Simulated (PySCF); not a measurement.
## Spin-rotation constants: `C=C1CC=C1[C@H](Cl)CC`, C8H11Cl

Geometry:
```json
{"atom": "C1", "x (Å)": "2.782", "y (Å)": "-0.602", "z (Å)": "0.384"}
{"atom": "C2", "x (Å)": "1.858", "y (Å)": "0.136", "z (Å)": "-0.201"}
{"atom": "C3", "x (Å)": "1.838", "y (Å)": "1.506", "z (Å)": "-0.872"}
{"atom": "C4", "x (Å)": "0.377", "y (Å)": "1.204", "z (Å)": "-1.114"}
{"atom": "C5", "x (Å)": "0.427", "y (Å)": "0.004", "z (Å)": "-0.507"}
{"atom": "C6", "x (Å)": "-0.527", "y (Å)": "-1.103", "z (Å)": "-0.264"}
{"atom": "Cl7", "x (Å)": "-0.162", "y (Å)": "-2.398", "z (Å)": "-1.481"}
{"atom": "C8", "x (Å)": "-1.991", "y (Å)": "-0.704", "z (Å)": "-0.391"}
{"atom": "C9", "x (Å)": "-2.418", "y (Å)": "0.198", "z (Å)": "0.762"}
{"atom": "H10", "x (Å)": "2.556", "y (Å)": "-1.576", "z (Å)": "0.786"}
{"atom": "H11", "x (Å)": "3.801", "y (Å)": "-0.264", "z (Å)": "0.474"}
{"atom": "H12", "x (Å)": "2.047", "y (Å)": "2.348", "z (Å)": "-0.213"}
{"atom": "H13", "x (Å)": "2.453", "y (Å)": "1.587", "z (Å)": "-1.768"}
{"atom": "H14", "x (Å)": "-0.390", "y (Å)": "1.776", "z (Å)": "-1.600"}
{"atom": "H15", "x (Å)": "-0.330", "y (Å)": "-1.568", "z (Å)": "0.706"}
{"atom": "H16", "x (Å)": "-2.140", "y (Å)": "-0.191", "z (Å)": "-1.343"}
{"atom": "H17", "x (Å)": "-2.606", "y (Å)": "-1.606", "z (Å)": "-0.395"}
{"atom": "H18", "x (Å)": "-1.816", "y (Å)": "1.103", "z (Å)": "0.787"}
{"atom": "H19", "x (Å)": "-3.462", "y (Å)": "0.478", "z (Å)": "0.649"}
{"atom": "H20", "x (Å)": "-2.302", "y (Å)": "-0.318", "z (Å)": "1.713"}
```

Method used: PySCF 2.14.0, GIAO B3LYP/pcSseg-1 magnetisability, rotational g tensor and spin-rotation constants, non-relativistic, gas phase. Geometry: GFN2-xTB.

(1) Give the nuclear spin-rotation constants along the inertial axes (H = +C I·J) beside the isotropic shieldings.

Results:

(1) Rotational constants 1.6593, 1.0900, 0.7998 GHz. A star marks the isotopologue with that one atom substituted, in its own axes.
```
atom  isotope  Caa (kHz)  Cbb (kHz)  Ccc (kHz)  mean (kHz)  σ (ppm)
 Cl7     35Cl      0.545      0.132      0.281       0.319    696.8
 H10       1H     -0.067     -0.055     -0.032      -0.051     26.7
 H11       1H      0.137     -0.119     -0.088      -0.023     27.0
 H12       1H     -0.089     -0.021     -0.077      -0.062     28.8
 H13       1H     -0.094     -0.097     -0.019      -0.070     28.9
 H14       1H     -0.110     -0.035     -0.009      -0.051     25.2
 H15       1H     -0.155     -0.121      0.041      -0.078     27.6
 H16       1H     -0.171     -0.122      0.025      -0.089     29.7
 H17       1H      0.022     -0.096     -0.089      -0.054     29.8
 H18       1H     -0.017     -0.083     -0.091      -0.064     30.7
 H19       1H     -0.053     -0.071     -0.083      -0.069     30.7
 H20       1H     -0.190     -0.121      0.014      -0.099     31.0
  C1     13C*      0.659      0.234      0.178       0.357     78.7
  C2     13C*      0.815      0.310      0.239       0.455     27.1
  C3     13C*      0.325      0.186      0.137       0.216    143.9
  C4     13C*      0.784      0.292      0.223       0.433     38.5
  C5     13C*      0.840      0.311      0.243       0.464     23.3
  C6     13C*      0.375      0.204      0.179       0.252    122.1
  C8     13C*      0.292      0.171      0.153       0.205    147.1
  C9     13C*      0.255      0.149      0.113       0.172    166.8
```
For the geometry as given, no vibrational averaging.
